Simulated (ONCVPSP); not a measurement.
**molybdenum, ONCV: configuration errors across variants**

Mo (Z = 42), optimised norm-conserving Vanderbilt (ONCV), made with ONCVPSP 4.0.1 (PBE, fully relativistic). Core [Ar] 3d10, reference 4s2 4p6 4d5 5s1. Waves: 4s+5s: rc 1.95 bohr, ncon 3, nbas 8, qcut 5 1/bohr, 2 projectors; 4p: rc 1.25 bohr, ncon 4, nbas 7, qcut 6.9 1/bohr, 2 projectors, debl 3.6 Ha; 4d: rc 1.55 bohr, ncon 5, nbas 10, qcut 5.6 1/bohr, 2 projectors, debl 0.8 Ha. Local part: polynomial inside 0.95 bohr (lpopt 5, dvloc0 0 Ha). Core correction: none.

Open shells are filled in proportion to 2j + 1.

All-electron excitation energies from the reference (eV): (1) 4s2 4p6 4d5 5s0 6.891; (2) 4s2 4p6 4d4 5s0 22.352; (3) 4s2 4p6 4d3 5s0 49.093; (4) 4s2 4p6 4d4 5s1 8.064.

Errors AE − PS in meV (a dash: test not solved or not reliable):

```csv
change,(1),(2),(3),(4),bound ghosts,GHOST(+) flags above zero
base,-1.0,+0.5,+4.1,-0.2,none,"s, d5/2, d3/2"
"local potential polynomial inside 1.15 bohr (lpopt 5, dvloc0 3 Ha)",-1.0,+0.6,+4.2,-0.4,none,"s, d5/2, d3/2"
s: qcut 7.2,-0.6,+0.5,+3.2,-0.3,none,"s, d5/2, d3/2"
"core correction Teter function fitted to the true core (icmod 2), fcfact 0.35",-1.6,0.0,+5.2,-0.2,none,"s, d5/2, d3/2"
```

Give the same row for: s: qcut 6.5; p: qcut 9; d: qcut 7.3.

-0.5, +0.5, +2.5, -0.2; bound ghosts: none; GHOST(+) flags above zero: s.
